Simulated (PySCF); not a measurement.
Compound: C₅H₁₁OS (doublet state).
Structure used (GFN2-xTB), in Å, numbered top down from 1:
```xyz
18
C5H11OS angstrom
C      1.555   -1.938    0.209
S      0.497   -1.078    1.222
C     -0.447   -0.055   -0.060
C     -1.216   -1.024   -0.947
C     -1.384    0.847    0.734
O      0.457    0.613   -0.879
C      1.222    1.639   -0.288
H      2.163   -2.678    0.688
H      1.892   -1.455   -0.688
H     -0.519   -1.671   -1.473
H     -1.793   -0.463   -1.679
H     -1.885   -1.633   -0.346
H     -0.840    1.420    1.481
H     -2.124    0.237    1.244
H     -1.892    1.531    0.056
H      2.005    1.880   -1.006
H      1.679    1.302    0.649
H      0.621    2.534   -0.097
```

The hyperfine couplings belong to this conformer and change with its torsions.

Identity: `[CH2]SC(C)(C)OC` [radical].

Computed with UKS B3LYP, pcH-1 on C H O S, non-relativistic, mean-field spin-orbit, GIAO (PySCF). The structure is a single GFN2-xTB conformer in the gas phase; no vibrational or solvent corrections. A GFN2-xTB geometry isn't a minimum of the functional, and hyperfine couplings can be far from their values at a DFT geometry. The SCF solution wasn't tested for stability.

**Question.** Give the principal g shifts and their parts.

**Answer.** 
| Δg (ppt) | 1 | 2 | 3 |
| --- | --- | --- | --- |
| relativistic mass correction | -0.16 | -0.16 | -0.16 |
| gauge correction | 0.01 | 0.05 | 0.03 |
| orbital Zeeman/spin–orbit | -0.02 | 2.58 | 6.41 |
| total | -0.18 | 2.47 | 6.28 |

So g = 2.00214, 2.00478, 2.00860 and g_iso = 2.00517; the tensor is rhombic: the two nearest values differ by 41 % of g3 − g1. Axes: g2 points within 13° of the C1–S2 bond and g3 points within 6° of the S2–C3 bond.

**Question.** What are the electron Larmor frequencies g μB B/h along the three axes at 340 mT?

**Answer.** 9.5276, 9.5402, 9.5583 GHz for g1, g2 and g3, a range of 30.7 MHz.

**Question.** At 9.602 GHz, how far is the centre of the isotropic spectrum from where a free electron (g = 2.002319) resonates?

**Answer.** B = hν/(g μB) with μB/h = 13.99624 MHz/mT gives 342.62 mT for the free electron and 342.14 mT at g_iso, 0.49 mT lower.

**Question.** In a frozen sample, at which fields do the three g values resonate at 9.5, 34, 94 and 263 GHz (hyperfine left aside), and which band first spreads them over more than twice a line width of 0.3 mT?

**Answer.** 
| band | GHz | B(g3) mT | B(g2) mT | B(g1) mT | spread mT |
| --- | --- | --- | --- | --- | --- |
| X | 9.5 | 337.92 | 338.57 | 339.01 | 1.09 |
| Q | 34.0 | 1209.41 | 1211.71 | 1213.31 | 3.90 |
| W | 94.0 | 3343.67 | 3350.03 | 3354.45 | 10.78 |
| J | 263.0 | 9355.17 | 9372.95 | 9385.32 | 30.15 |

The spread grows in proportion to the frequency. X band is the first where it exceeds 0.6 mT.

The largest Mulliken spin populations are on C1 (+0.85) and S2 (+0.18). The angles at C1 add up to 354.2°, so it is nearly planar; its axial dipolar tensor and the negative couplings of its protons fit spin in a p orbital normal to that plane.

The HOMO–LUMO gaps are 5.53 eV among the α and 5.64 eV among the β orbitals.
